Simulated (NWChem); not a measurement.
# CoO, quartet; SMILES [O]=[Co]

Computed with NWChem. Spin-unrestricted. The geometry was optimised at PBE0/def2-SVP, spin-unrestricted. No stability test was run on the SCF state.

**Question.** Order these by “lowest empty minus highest occupied level, either spin (eV)”, lowest first: PBE0/aug-cc-pVDZ; PBE0/cc-pVDZ; PBE0/cc-pVTZ.

**Answer.** PBE0/cc-pVDZ (3.34), PBE0/aug-cc-pVDZ (3.40), PBE0/cc-pVTZ (3.50)
